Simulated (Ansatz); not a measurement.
Geometry optimisation, RKS r2SCAN-D4/6-31G* in Ansatz 0.2.0.

input.yaml

```yaml
crystal:
  periodic: [false, false, false]
  atoms:
    - { symbol: B, position_ang: [0.0, 0.0, 0.0] }
    - { symbol: O, position_ang: [0.0, 0.0, 1.76] }
    - { symbol: H, position_ang: [-0.9095, -0.2814, 2.0971] }
    - { symbol: C, position_ang: [1.3856, 0.0, -0.8] }
    - { symbol: H, position_ang: [1.7152, -1.0462, -0.9702] }
    - { symbol: H, position_ang: [1.2491, 0.508, -1.7774] }
    - { symbol: H, position_ang: [2.1552, 0.5381, -0.2082] }
    - { symbol: C, position_ang: [-1.3856, 0.0, -0.8] }
    - { symbol: H, position_ang: [-1.9458, -0.9305, -0.5708] }
    - { symbol: H, position_ang: [-1.9898, 0.8797, -0.4946] }
    - { symbol: H, position_ang: [-1.1839, 0.0508, -1.8903] }
    - { symbol: "N", position_ang: [0.0829, 1.7537, 0.5833] }
    - { symbol: H, position_ang: [0.4765, 1.9752, 1.5423] }
    - { symbol: C, position_ang: [-0.397, 2.8399, -0.283] }
    - { symbol: H, position_ang: [-0.6674, 2.4284, -1.2779] }
    - { symbol: H, position_ang: [-1.2899, 3.3132, 0.1762] }
    - { symbol: H, position_ang: [0.4035, 3.5996, -0.4026] }
    - { symbol: H, position_ang: [0.0529, 1.1189, 1.5507] }
basis:
  gaussian: { orbitals: "6-31G*" }
hamiltonian:
  xc: r2scan
  dispersion: d4
relax:
  f_tol: 0.15
  max_steps: 25
  restrain:
    - { distance: [0, 11], at: 1.55, k: 30.0 }
    - { distance: [17, 1], at: 1.01, k: 30.0 }
    - { distance: [0, 1], at: 2.61, k: 30.0 }
    - { distance: [17, 11], at: 2.26, k: 30.0 }
output:
  orbitals: {}
```

Command:

```bash
$ ansatz run input.yaml --threads 4 --pin off --max-ram 5120MiB --backend cpu --events-out ev --progress --plain --runs-dir out
```

Q: Where does it end, and by what steps?

A: It converged. The restraints hold the end off the free minimum. After 15 steps the energy has fallen by 4.725 eV (the restraints' own energy left out); H13 moved furthest, 1.57 Å. Parted: N12–H18 (1.16 → 2.26 Å).

```json
{"step": "0", "energy less start (eV)": "0.0000", "largest force component (eV/Å)": "4.858", "accepted": "yes"}
{"step": "1", "energy less start (eV)": "-1.3623", "largest force component (eV/Å)": "4.450", "accepted": "yes"}
{"step": "2", "energy less start (eV)": "-1.8630", "largest force component (eV/Å)": "4.426", "accepted": "yes"}
{"step": "3", "energy less start (eV)": "-2.4397", "largest force component (eV/Å)": "4.134", "accepted": "yes"}
{"step": "4", "energy less start (eV)": "-3.1968", "largest force component (eV/Å)": "1.636", "accepted": "yes"}
{"step": "5", "energy less start (eV)": "-3.6407", "largest force component (eV/Å)": "1.542", "accepted": "yes"}
{"step": "6", "energy less start (eV)": "-3.9011", "largest force component (eV/Å)": "1.399", "accepted": "yes"}
{"step": "7", "energy less start (eV)": "-4.1449", "largest force component (eV/Å)": "1.571", "accepted": "yes"}
{"step": "8", "energy less start (eV)": "-4.3510", "largest force component (eV/Å)": "1.491", "accepted": "yes"}
{"step": "9", "energy less start (eV)": "-4.5043", "largest force component (eV/Å)": "1.787", "accepted": "yes"}
{"step": "10", "energy less start (eV)": "-4.6062", "largest force component (eV/Å)": "1.631", "accepted": "yes"}
{"step": "11", "energy less start (eV)": "-4.6409", "largest force component (eV/Å)": "2.107", "accepted": "yes"}
{"step": "12", "energy less start (eV)": "-4.6774", "largest force component (eV/Å)": "2.027", "accepted": "yes"}
{"step": "13", "energy less start (eV)": "-4.6854", "largest force component (eV/Å)": "1.872", "accepted": "yes"}
{"step": "14", "energy less start (eV)": "-4.7033", "largest force component (eV/Å)": "1.788", "accepted": "yes"}
{"step": "15", "energy less start (eV)": "-4.7252", "largest force component (eV/Å)": "1.833", "accepted": "yes"}
```

```xyz
18
Properties=species:S:1:pos:R:3
B 0.192 0.622 -0.456
O -0.325 -0.222 1.965
H -1.283 -0.199 1.808
C 1.511 -0.242 -0.585
H 1.375 -1.234 -0.135
H 1.751 -0.411 -1.648
H 2.398 0.208 -0.117
C -1.203 0.105 -0.990
H -1.294 -0.978 -0.839
H -2.094 0.582 -0.566
H -1.262 0.264 -2.079
N 0.323 2.021 0.031
H 1.261 2.350 0.233
C -0.672 3.076 -0.033
H -1.588 2.681 -0.484
H -0.938 3.486 0.954
H -0.334 3.916 -0.659
H -0.067 0.722 1.836
```

Run time: 40 s on 4 threads of Arm Neoverse V2 (shared host), peak memory 0.21 GiB.
